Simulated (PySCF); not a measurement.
Telling isomers of C$_{7}$H$_{13}$ClOSi apart by NMR

[PySCF 2.14.0 with density-fitted response routines: PBE0/pcSseg-1 with gauge-including orbitals; structure optimised with GFN2-xTB; relativity neglected; one averaged value for each set of equivalent atoms; one conformer; isolated molecule]

Chemical shifts δ = σref − σ; ¹H, ¹³C vs TMS, all at this level. Where no couplings were computed, multiplicities follow the n + 1 count of equivalent neighbours, and m marks all less simple cases (inequivalent or close neighbours, rings, F or P nearby). Shifts are as computed. Against solution values, carbons near 30 ppm lie about +3 ppm off and those near 130 ppm about +5 ppm; carbons on Cl a further +6 ppm. Of 1211 compounds with measured shifts, 218 miss one by over three times the rms of a fit or turn the order of signals round; such compounds aren't used in these exercises. Carbons bonded to Cl come out too deshielded.

(1) Tabulate the signals of `CC(C)COC1=C([SiH2]Cl)C1`, `C[SiH2]/C=C(/Cl)C(=O)C(C)C`, `C/C(=C(\[SiH3])C(=O)Cl)C(C)C` and their relative energies.

(2) What is the quickest way to tell CC(C)COC1=C([SiH2]Cl)C1 from C/C(=C(\[SiH3])C(=O)Cl)C(C)C?

(3) What is the quickest way to tell CC(C)COC1=C([SiH2]Cl)C1 from C[SiH2]/C=C(/Cl)C(=O)C(C)C?

(4) What is the quickest way to tell C[SiH2]/C=C(/Cl)C(=O)C(C)C from C/C(=C(\[SiH3])C(=O)Cl)C(C)C?

Results:

(1) 
```tsv
SMILES	carbon types	δC	δH	E rel. (kcal/mol)
CC(C)COC1=C([SiH2]Cl)C1	2×C 1×CH 2×CH2 2×CH3	169.3, 84.0, 68.6, 35.9, 21.9, 18.7	5.51 (s, 2H), 4.09 (d, 2H), 2.00 (m, 1H), 1.79 (s, 2H), 0.90 (d, 6H)	18.0
C[SiH2]/C=C(/Cl)C(=O)C(C)C	2×C 2×CH 3×CH3	209.3, 162.9, 148.3, 39.6, 20.6, -7.2	7.52 (t, 1H), 4.57 (m, 2H), 3.58 (sept, 1H), 1.21 (d, 6H), 0.22 (t, 3H)	0.0
C/C(=C(\[SiH3])C(=O)Cl)C(C)C	3×C 1×CH 3×CH3	182.1, 169.4, 130.7, 41.5, 22.0, 18.1	4.33 (s, 3H), 2.91 (sept, 1H), 1.83 (s, 3H), 1.18 (d, 6H)	4.7
```

Energies are electronic energies at PBE0/pcSseg-1 on these geometries, without zero-point or thermal terms, each for the one conformer computed, which needn't be the lowest.

(2) Both give the same number of carbon signals, but DEPT or the intensities differ. The first has an sp3 CH2 bonded to O at 84.0 ppm, the second an α carbon of a C=C–C=O unit (C) at 130.7 ppm. Their most deshielded carbons lie at 169.3 and 182.1 ppm. In the proton spectra the most deshielded non-exchanging signals are 5.51 (s, 2H) and 4.33 (s, 3H).

(3) Both give the same number of carbon signals, but DEPT or the intensities differ. The first has an sp3 CH2 bonded to O at 84.0 ppm, the second a β carbon of a C=C–C=O unit (CH) at 162.9 ppm. Their most deshielded carbons lie at 169.3 and 209.3 ppm. In the proton spectra the most deshielded non-exchanging signals are 5.51 (s, 2H) and 7.52 (t, 1H).

(4) Both give the same number of carbon signals, but DEPT or the intensities differ. The first has a β carbon of a C=C–C=O unit (CH) at 162.9 ppm, the second a carbonyl carbon (C) at 182.1 ppm. Their most deshielded carbons lie at 209.3 and 182.1 ppm. In the proton spectra the most deshielded non-exchanging signals are 7.52 (t, 1H) and 4.33 (s, 3H).
